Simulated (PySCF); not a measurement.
# Zinc: a sound run and one with changed settings

Sound run: Zn [Ar] 3d10 4s2, Zn⁺ [Ar] 3d10 4s1. All numbers are calculated (PySCF 2.14, a scalar-relativistic core potential, in cc-pVDZ-PP with ECP10MDF). In the sound run the correlated levels freeze 3s2 3p6 outside the core potential. The sound run starts from symmetry-adapted Hartree-Fock orbitals and uses a fine grid where one is needed.

Changed run: a valence shell is frozen. This setting is unsound on purpose.

```
species   method  sound run (hartree)  changed run (hartree)  converged
     Zn      MP2           -226.37047             -225.97204        yes
     Zn  CCSD(T)           -226.34951             -225.98344        yes
```

Ionisation energy of Zn:

```json
{"method": "UHF", "sound run (eV)": "7.873", "changed run (eV)": "7.873"}
{"method": "MP2", "sound run (eV)": "8.910", "changed run (eV)": "8.445"}
{"method": "SCS-MP2", "sound run (eV)": "8.948", "changed run (eV)": "8.560"}
{"method": "CCSD", "sound run (eV)": "9.072", "changed run (eV)": "8.755"}
{"method": "CCSD(T)", "sound run (eV)": "9.156", "changed run (eV)": "8.755"}
{"method": "CCSDT", "sound run (eV)": "n/a", "changed run (eV)": "8.755"}
{"method": "FCI", "sound run (eV)": "n/a", "changed run (eV)": "8.755"}
```

Freezing a valence shell removes pair correlation that changes on ionisation.

For comparison, NIST gives 9.394 eV between the lowest levels.
